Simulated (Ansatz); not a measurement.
Program: Ansatz. Geometries: PBE0-D4/def2-TZVP. ΔE: electronic, gas phase. CBS: MP2 limit from def2 TZ/QZ plus the TZ coupled-cluster correction, frozen cores. Functionals use def2-TZVPP. Each species was taken in one conformer, which may not be the lowest.

`CC(C)(O)F` + `BN[SiH2]Cl` → `BN(C)[SiH2]Cl` + `CC(O)F`  (substitution at a C–C bond)

`CC(C)(O)F`:

Cartesian coordinates in Å:
```
C 0.878 -0.868 -0.347
C -0.031 0.082 0.401
C -0.704 1.112 -0.469
O -1.017 -0.580 1.109
F 0.778 0.765 1.317
H 1.662 -0.317 -0.868
H 1.354 -1.557 0.355
H 0.303 -1.443 -1.074
H 0.045 1.716 -0.981
H -1.321 1.759 0.155
H -1.339 0.623 -1.208
H -0.608 -1.293 1.611
```

`BN[SiH2]Cl`:

Z-matrix (Å, degrees):
```
Si
N 1 1.730
Cl 1 2.055 2 111.1
H 1 1.480 2 110.0 3 117.1
H 1 1.475 2 108.1 3 -119.1
B 2 1.403 1 125.7 3 106.7
H 2 1.011 1 117.1 3 -71.9
H 6 1.197 2 118.7 1 0.6
H 6 1.196 2 119.6 1 -179.7
```

`BN(C)[SiH2]Cl`:

Z-matrix (Å, degrees):
```
C
N 1 1.461
H 1 1.093 2 110.9
H 1 1.090 2 109.5 3 -119.9
H 1 1.094 2 111.0 3 120.1
Si 2 1.736 1 117.0 3 -63.6
B 2 1.399 1 122.0 3 116.2
Cl 6 2.058 2 109.9 1 63.6
H 6 1.473 2 109.7 1 -176.8
H 6 1.481 2 109.5 1 -52.3
H 7 1.198 2 119.3 1 1.4
H 7 1.197 2 119.1 1 -178.9
```

`CC(O)F`:

Cartesian coordinates in Å:
```
C -0.205 -0.196 0.986
C 0.115 0.308 -0.389
O 0.325 -0.764 -1.227
F -0.957 1.058 -0.860
H -1.066 -0.864 0.934
H 0.647 -0.744 1.390
H -0.437 0.640 1.646
H 0.969 0.999 -0.394
H 0.609 -0.437 -2.086
```

```json
{"species": "`CC(C)(O)F`", "PBE energy (Eh)": "-293.39812"}
{"species": "`BN[SiH2]Cl`", "PBE energy (Eh)": "-832.00137"}
{"species": "`BN(C)[SiH2]Cl`", "PBE energy (Eh)": "-871.26028"}
{"species": "`CC(O)F`", "PBE energy (Eh)": "-254.12047"}
```

Q: Work out ΔE.

A: ΔE = (-871.26028) + (-254.12047) − (-293.39812) − (-832.00137) = 0.01874 Eh = +49.2 kJ/mol. CCSD(T)/CBS gives +54.2 kJ/mol.

Largest T1 diagnostic among the species: 0.011.

Leaving LDA and LC-ωPBE aside and taking each functional with its dispersion term where it has one, the values, not all of them listed here, spread over 13.0 kJ/mol, from BLYP-D4 to B97M-V. From BLYP to BHLYP (50 % exact exchange), in def2-TZVPP and without D4, ΔE moves by +5.8 kJ/mol.
